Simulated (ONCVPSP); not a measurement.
## Co (Z = 27): one change to an ONCV potential, before and after

- Element: cobalt
- Generator: ONCVPSP 4.0.1
- Type: optimised norm-conserving Vanderbilt (ONCV)
- Functional: PW91
- Relativity: scalar-relativistic
- Frozen core: [Ne] 3s2
- Valence charge: 15
- Reference configuration: 3p6 3d7 4s1.5 4p0.5
- Partial waves: 4s: rc 2.40 bohr, ncon 3, nbas 8, qcut 3.5 1/bohr, 2 projectors, debl 3.8 Ha; 3p+4p: rc 1.15 bohr, ncon 5, nbas 8, qcut 15 1/bohr, 2 projectors; 3d: rc 1.50 bohr, ncon 4, nbas 9, qcut 9 1/bohr, 1 projector
- Local potential: polynomial inside 0.75 bohr (lpopt 5, dvloc0 4 Ha)
- Core correction: none

All-electron outer shells of the reference configuration (PW91, scalar-relativistic, ld1.x):

```
shell  level (eV)  outermost node (bohr)  outermost maximum (bohr)
   2p     -771.26                      –                      0.17
   3s     -103.38                   0.31                      0.66
   3p      -66.67                   0.28                      0.68
   3d       -9.24                      –                      0.66
   4s       -6.15                   0.96                      2.29
   4p       -1.77                   1.05                      3.13
```

Change: local potential polynomial inside 1.10 bohr (lpopt 5, dvloc0 2 Ha).

Cutoffs: the cutoffs (Ha) at which the residual kinetic energy of the hardest occupied pseudo-wave falls to 1 and 0.1 mHa per electron; they do not see the model core or the augmentation charge, which bear on the density cutoff. Errors are all-electron minus pseudo energies relative to the spin-unpolarised reference configuration.

Q: What does the change do?

A: The potential gets neither clearly harder nor softer (61 Ha and 80 Ha → 61 Ha and 80 Ha); the bound ghost in s disappears; the lowest positive-energy flag moves from none to s at 39.8 eV; the errors of the 3 common tests hardly move; the range in which the s phases agree narrows (upper end 2.4 → 1.3). In the separable form a ghost depends on how the local part lies against the semilocal potential of the channel, so the choice of the local part can create or remove one.

```csv
quantity,base,changed
"cutoff, loose",61 Ha,61 Ha
"cutoff, tight",80 Ha,80 Ha
bound ghosts,s,none
GHOST(+) flags under 300 eV,none,s at 39.8 eV
tests with a reliable result,3 of 4,3 of 4
"error for 3p6 3d7 4s2 4p0, meV [ΔE -2.14 eV]",-1.1,-1.0
"error for 3p6 3d7 4s1 4p0, meV [ΔE 6.95 eV]",-0.3,-0.1
"error for 3p6 3d7 4s0 4p0, meV [ΔE 23.79 eV]",-12,-12
s: phases at 2.43 bohr within 0.05 rad from the reference energy up to (Ha; the scan ends near 5),2.4,1.3
p: phases at 1.16 bohr within 0.05 rad from the reference energy up to (Ha; the scan ends near 5),to the end of the scan,to the end of the scan
d: phases at 1.52 bohr within 0.05 rad from the reference energy up to (Ha; the scan ends near 5),1.1,1.0
```

 A true bound ghost makes a file unfit for plane-wave use even where its test errors are small: the radial tests pick states by their node count and pass the ghost by.
